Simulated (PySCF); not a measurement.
Species: 4,4-dimethyl-2-pentyne, C₇H₁₂.
Cartesian coordinates in Å at the GFN2-xTB level; atoms count from 1:
```xyz
19
C7H12 angstrom
C      3.276   -0.574    0.280
C      1.855   -0.324    0.159
C      0.679   -0.118    0.058
C     -0.753    0.132   -0.065
C     -1.034    0.757   -1.437
C     -1.188    1.095    1.047
C     -1.505   -1.197    0.070
H      3.662   -0.105    1.186
H      3.464   -1.646    0.332
H      3.803   -0.164   -0.582
H     -0.495    1.695   -1.546
H     -2.099    0.952   -1.549
H     -0.717    0.085   -2.233
H     -2.255    1.296    0.971
H     -0.983    0.664    2.025
H     -0.649    2.037    0.968
H     -1.195   -1.890   -0.710
H     -1.300   -1.654    1.036
H     -2.577   -1.032   -0.018
```

Method: PySCF, TDDFT B3LYP/def2-SVPD, vertical, gas phase, core orbitals frozen in the response.

Computed singlets with f of 0.002 or more:

| state | E (eV) | f |
| --- | --- | --- |
| S1 | 6.37 | 0.017 |
| S2 | 6.37 | 0.017 |
| S6 | 7.01 | 0.012 |
| S7 | 7.01 | 0.012 |

Question: Give A, τ, |μ| and ∫σ dE for each state.

Answer: For one non-degenerate pair of states in vacuum, A = 0.6670 f ν̃² s⁻¹ with ν̃ in cm⁻¹, τ = 1/A, |μ|² = 3f / (2ΔE) in atomic units, and the integrated cross-section is ∫σ dE = 109.76 f Mb·eV.

| state | A (s⁻¹) | τ | \|μ\| (D) | ∫σ dE (Mb·eV) |
| --- | --- | --- | --- | --- |
| S1 | 2.9×10⁷ | 34 ns | 0.83 | 1.8 |
| S2 | 2.9×10⁷ | 34 ns | 0.83 | 1.8 |
| S6 | 2.5×10⁷ | 40 ns | 0.67 | 1.3 |
| S7 | 2.5×10⁷ | 40 ns | 0.67 | 1.3 |

States that coincide in energy are taken one by one. These lifetimes count emission to the ground state at the vertical energy alone; relaxation of the geometry and all other decay channels are left out.

Question: How much energy does a mole of photons resonant with S2 carry?

Answer: 6.367 eV × 96.485 = 614 kJ/mol (147 kcal/mol).

Question: Suppose S1 emitted 0.3 eV lower with the same transition dipole. How would A change?

Answer: At fixed |μ|, A goes as the cube of the energy: (6.07/6.37)³ = 0.87, which makes τ about 39 ns.

Question: Which computed singlets stay under f = 0.002?

Answer: S3 (6.70 eV, f 0.0000), S4 (6.85 eV, f 0.0008) and S5 (6.85 eV, f 0.0008).
